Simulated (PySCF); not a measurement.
**Energy of Cs²⁺ (caesium, charge +2) between two integer charges**

The 5p beta orbital of [Kr] 4d10 5s2 5p5 is emptied in steps (occupation f), with all orbitals relaxed, ending at [Kr] 4d10 5s2 5p4. Calculation: PySCF 2.14, in x2c-TZVPall (11s7p6d1f, 69 functions); the spin-free X2C one-electron Hamiltonian (Gaussian nucleus). The exact energy is a straight line in f; departures are measured from the line between the end points of the same method.

```tsv
f	UHF (eV)	LDA (eV)	PBE (eV)	PBE0 (eV)	r2SCAN (eV)	LC-wPBE (eV)	BHandHLYP (eV)	wB97X (eV)	r2SCAN0 (eV)	B3LYP (eV)
1	0.000	0.000	0.000	0.000	0.000	0.000	0.000	0.000	0.000	0.000
0.9	0.067	-0.471	-0.455	-0.327	-0.425	-0.069	-0.208	-0.114	-0.306	-0.363
0.7	0.154	-1.100	-1.061	-0.761	-0.981	-0.159	-0.488	-0.272	-0.707	-0.847
0.5	0.180	-1.310	-1.261	-0.904	-1.152	-0.186	-0.583	-0.335	-0.829	-1.009
0.3	0.149	-1.100	-1.057	-0.757	-0.952	-0.153	-0.493	-0.294	-0.684	-0.849
0.1	0.063	-0.471	-0.452	-0.323	-0.402	-0.064	-0.213	-0.133	-0.289	-0.364
0	0.000	0.000	0.000	0.000	0.000	0.000	0.000	0.000	0.000	0.000
```

```csv
method,E(f=0) − E(f=1) (eV),−ε at f=1 (eV),−ε at f=0.5 (eV)
UHF,32.335,33.082,32.322
LDA,33.723,28.492,33.722
PBE,33.373,28.315,33.386
PBE0,33.432,29.795,33.446
r2SCAN,33.425,28.689,33.512
LC-wPBE,33.512,32.742,33.527
BHandHLYP,33.393,31.081,33.378
wB97X,33.420,32.171,33.356
r2SCAN0,33.454,30.036,33.522
B3LYP,33.521,29.493,33.516
```

Orbital energy along the path (eV):

| f | UHF | LDA | PBE | PBE0 | r2SCAN | LC-wPBE | BHandHLYP | wB97X | r2SCAN0 | B3LYP |
| --- | --- | --- | --- | --- | --- | --- | --- | --- | --- | --- |
| 1 | -33.082 | -28.492 | -28.315 | -29.795 | -28.689 | -32.742 | -31.081 | -32.171 | -30.036 | -29.493 |
| 0.9 | -32.923 | -29.533 | -29.330 | -30.528 | -29.670 | -32.903 | -31.537 | -32.396 | -30.747 | -30.295 |
| 0.7 | -32.616 | -31.624 | -31.360 | -31.991 | -31.614 | -33.220 | -32.454 | -32.860 | -32.153 | -31.904 |
| 0.5 | -32.322 | -33.722 | -33.386 | -33.446 | -33.512 | -33.527 | -33.378 | -33.356 | -33.522 | -33.516 |
| 0.3 | -32.040 | -35.822 | -35.398 | -34.886 | -35.317 | -33.821 | -34.315 | -33.909 | -34.817 | -35.133 |
| 0.1 | -31.769 | -37.913 | -37.394 | -36.309 | -37.026 | -34.089 | -35.276 | -34.563 | -36.041 | -36.755 |
| 0 | -31.638 | -38.952 | -38.389 | -37.018 | -37.865 | -34.207 | -35.774 | -34.938 | -36.641 | -37.569 |

Reference removal energy between the ground levels: 33.195 eV (semi-empirical (NIST evaluation); NIST Atomic Spectra Database, ionization energies). The calculation has no spin-orbit coupling. UHF lacks correlation.
